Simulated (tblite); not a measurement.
Species: C₆H₁₃OP.
Atom-mapped SMILES: `[O:1]=[PH:2]1[CH2:3][CH2:4][CH2:5][CH2:6][CH2:7][CH2:8]1` (hydrogens: H9 on P2; H10, H11 on C3; H12, H13 on C4; H14, H15 on C5; H16, H17 on C6; H18, H19 on C7; H20, H21 on C8)

Computed with GFN2-xTB (tblite), gas phase: L-BFGS steps from a force-field or distance-geometry start until the largest atomic force falls under 0.01 eV/Å.

Step 30: E = -710.8552 eV
```
atom  x, y, z in Å  |  force x, y, z in eV/Å
O1     -1.0019    2.9683    0.6085   -0.017   0.002  -0.002
P2     -0.4918    1.5941    0.6136    0.004   0.019   0.013
C3     -1.7796    0.3826    0.1475    0.025   0.014   0.013
C4     -1.4247   -1.0910    0.2700   -0.006   0.011  -0.024
C5     -0.1493   -1.4797   -0.4806   -0.011  -0.012  -0.003
C6      1.1322   -1.0550    0.2479   -0.021   0.019  -0.008
C7      1.8259    0.1817   -0.3263   -0.003   0.003  -0.003
C8      0.9099    1.3829   -0.5432   -0.003  -0.007   0.032
H9     -0.0310    1.1796    1.8651    0.000   0.028  -0.007
H10    -2.0371    0.6497   -0.8852    0.009  -0.038   0.018
H11    -2.6502    0.6323    0.7630    0.016  -0.029   0.001
H12    -1.3088   -1.3521    1.3254   -0.018   0.002  -0.043
H13    -2.2613   -1.6752   -0.1224   -0.007  -0.004   0.005
H14    -0.1731   -1.0605   -1.4881    0.007   0.014   0.021
H15    -0.1469   -2.5661   -0.5898   -0.002  -0.016   0.012
H16     0.9003   -0.8743    1.2990   -0.005  -0.002  -0.013
H17     1.8533   -1.8772    0.2222   -0.022   0.043  -0.011
H18     2.2982   -0.0753   -1.2778    0.002   0.002  -0.003
H19     2.6209    0.4625    0.3681    0.013   0.008  -0.029
H20     1.4694    2.3213   -0.4844    0.014  -0.029  -0.008
H21     0.4367    1.3685   -1.5331    0.027  -0.028   0.036
```

Step 31: E = -710.8557 eV
```
atom  x, y, z in Å  |  force x, y, z in eV/Å
O1     -1.0039    2.9681    0.6032   -0.019   0.017  -0.004
P2     -0.4915    1.5950    0.6131   -0.003  -0.006   0.008
C3     -1.7794    0.3809    0.1506    0.024   0.015   0.010
C4     -1.4237   -1.0932    0.2690   -0.030   0.024  -0.003
C5     -0.1485   -1.4794   -0.4820   -0.032  -0.005  -0.005
C6      1.1304   -1.0546    0.2487   -0.003   0.029   0.002
C7      1.8257    0.1794   -0.3271    0.005   0.028  -0.009
C8      0.9120    1.3826   -0.5423   -0.018   0.002   0.036
H9     -0.0311    1.1870    1.8668    0.002   0.023  -0.008
H10    -2.0382    0.6480   -0.8820    0.007  -0.032   0.020
H11    -2.6504    0.6297    0.7672    0.041  -0.034  -0.011
H12    -1.3073   -1.3564    1.3236   -0.022  -0.003  -0.035
H13    -2.2609   -1.6763   -0.1243   -0.003  -0.003   0.006
H14    -0.1732   -1.0559   -1.4869    0.012   0.016  -0.003
H15    -0.1458   -2.5648   -0.5951    0.000  -0.032   0.011
H16     0.8964   -0.8698    1.2982   -0.013   0.002   0.004
H17     1.8510   -1.8765    0.2290   -0.009   0.024  -0.017
H18     2.2945   -0.0779   -1.2800    0.008  -0.005  -0.008
H19     2.6232    0.4592    0.3648    0.013   0.005  -0.026
H20     1.4719    2.3208   -0.4820    0.015  -0.034  -0.004
H21     0.4398    1.3709   -1.5327    0.022  -0.030   0.035
```

Step 32: E = -710.8563 eV
```
atom  x, y, z in Å  |  force x, y, z in eV/Å
O1     -1.0065    2.9680    0.5964   -0.019   0.026  -0.005
P2     -0.4912    1.5962    0.6126   -0.011  -0.023   0.002
C3     -1.7787    0.3791    0.1542    0.018   0.007   0.002
C4     -1.4232   -1.0955    0.2675   -0.042   0.024   0.016
C5     -0.1482   -1.4790   -0.4836   -0.040   0.003  -0.007
C6      1.1280   -1.0536    0.2498    0.012   0.032   0.012
C7      1.8256    0.1772   -0.3284    0.013   0.041  -0.011
C8      0.9141    1.3823   -0.5406   -0.023   0.009   0.031
H9     -0.0311    1.1959    1.8686    0.004   0.017  -0.004
H10    -2.0396    0.6454   -0.8779    0.004  -0.017   0.015
H11    -2.6497    0.6260    0.7724    0.057  -0.033  -0.017
H12    -1.3061   -1.3614    1.3209   -0.024  -0.011  -0.015
H13    -2.2607   -1.6778   -0.1264   -0.003   0.002   0.003
H14    -0.1730   -1.0499   -1.4855    0.013   0.013  -0.027
H15    -0.1443   -2.5637   -0.6014    0.002  -0.035   0.009
H16     0.8914   -0.8643    1.2974   -0.020   0.007   0.019
H17     1.8481   -1.8751    0.2367    0.004   0.002  -0.023
H18     2.2905   -0.0814   -1.2827    0.010  -0.008  -0.011
H19     2.6264    0.4557    0.3601    0.016   0.001  -0.018
H20     1.4753    2.3196   -0.4789    0.017  -0.030   0.001
H21     0.4440    1.3733   -1.5316    0.010  -0.028   0.027
```

**Question.** Estimate the geometry and energy of step 33. (The exact step hangs on the optimiser's Hessian estimate; all steps are aligned on step 32, rigid shifts and turns removed.)

**Answer.** E = -710.8569 eV, largest force 0.060 eV/Å
```
atom  x, y, z in Å  |  force x, y, z in eV/Å
O1     -1.0094    2.9681    0.5890   -0.016   0.022  -0.004
P2     -0.4912    1.5975    0.6126   -0.014  -0.021  -0.003
C3     -1.7773    0.3774    0.1579    0.011  -0.008  -0.008
C4     -1.4232   -1.0975    0.2661   -0.034   0.008   0.025
C5     -0.1484   -1.4788   -0.4854   -0.029   0.011  -0.007
C6      1.1257   -1.0522    0.2509    0.017   0.023   0.016
C7      1.8254    0.1756   -0.3298    0.017   0.034  -0.006
C8      0.9157    1.3820   -0.5383   -0.015   0.010   0.018
H9     -0.0308    1.2055    1.8708    0.004   0.011   0.000
H10    -2.0401    0.6428   -0.8735    0.000   0.002   0.003
H11    -2.6479    0.6218    0.7772    0.054  -0.023  -0.012
H12    -1.3053   -1.3667    1.3177   -0.026  -0.018   0.012
H13    -2.2606   -1.6792   -0.1285   -0.008   0.009  -0.002
H14    -0.1723   -1.0438   -1.4846    0.011   0.003  -0.040
H15    -0.1429   -2.5634   -0.6074    0.001  -0.020   0.009
H16     0.8860   -0.8586    1.2968   -0.022   0.013   0.026
H17     1.8452   -1.8737    0.2440    0.012  -0.012  -0.026
H18     2.2865   -0.0850   -1.2856    0.006  -0.006  -0.011
H19     2.6297    0.4523    0.3549    0.019   0.000  -0.008
H20     1.4788    2.3177   -0.4756    0.018  -0.016   0.006
H21     0.4476    1.3751   -1.5297   -0.007  -0.022   0.014
```

The energy changes by -0.0006 eV. The first-order estimate −F·Δx gives -0.0008 eV and the mean of the old and new forces, exact on a quadratic surface, -0.0006 eV. The step makes an angle of 78° with the force vector and moves no atom by more than 0.010 Å.

The cost below is that of the whole relaxation. The run took 0.41 s on one thread, Arm Neoverse V1 (aarch64), on a shared host.
